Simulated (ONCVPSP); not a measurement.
# What the settings do to the ONCV potential of palladium

Base potential:

ONCVPSP 4.0.1 input, shortened (lines: element, Z, core and valence counts, functional; n l f; lmax; l rc ep ncon nbas qcut; lloc lpopt rc5 dvloc0; l nproj debl; icmod fcfact rcfact), LDA (Perdew-Wang 92), scalar-relativistic:

```
  Pd 46.00    6    3  -001012      upf
    1    0    2.00
    2    0    2.00
    2    1    6.00
    3    0    2.00
    3    1    6.00
    3    2   10.00
    4    0    2.00
    4    1    6.00
    4    2    8.50
    3
    0    1.50    0.00    4    7   10.00
    1    1.35    0.00    4    9   12.90
    2    1.45    0.00    4    8    7.10
    3    1.30    0.40    4    8    8.20
    4    5    1.10    2.00
    0    2    1.30
    1    2    4.00
    2    2    2.10
    3    1    3.90
    3    2.00    1.55
```

In the s channel the program set the typed energies aside and used -3.800, 0.250 Ha.

Cutoffs, loose and tight: the cutoffs (Ha) at which the residual kinetic energy of the hardest occupied pseudo-wave falls to 1 and 0.1 mHa per electron. They do not see the model core or the augmentation charge, which bear on the density cutoff. Test errors are all-electron minus pseudo excitation energies from the reference, over the configurations 4s2 4p6 4d10; 4s2 4p6 4d9; 4s2 4p6 4d8; 4s2 4p6 4d7. A dash means not determined; rows that change the core or the reference have their own tests.

| change | outcome | cutoff, loose | cutoff, tight | bound ghosts | GHOST(+) flags above zero | largest test error (meV) |
| --- | --- | --- | --- | --- | --- | --- |
| base | generated, projector energies reset by the program | 45 Ha | 100 Ha | none | s | -1.0 |
| f: qcut 8.8 | generated, projector energies reset by the program | 45 Ha | 100 Ha | none | s | -1.0 |
| p: nproj 3 | generated, projector energies reset by the program | 45 Ha | 100 Ha | none | s | -1.0 |
| core correction Teter function, fcfact 2, rcfact 1.08 | generated, projector energies reset by the program | 45 Ha | 100 Ha | none | s | +1.0 |
| functional LDA (Perdew-Zunger) | generated, projector energies reset by the program | 45 Ha | 100 Ha | none | s | -1.0 |
| s: qcut 8.9; p: qcut 11.5; d: qcut 6.3; f: qcut 7.3 | generated, projector energies reset by the program | 86 Ha | 112 Ha | none | s, d | +3.2 |

Question: What comes out with this change to the base: reference 4s2 4p6 4d9?

Answer: outcome: generated, projector energies reset by the program; cutoff, loose: 45 Ha; cutoff, tight: 99 Ha; bound ghosts: none; GHOST(+) flags above zero: none; largest test error (meV): -55.
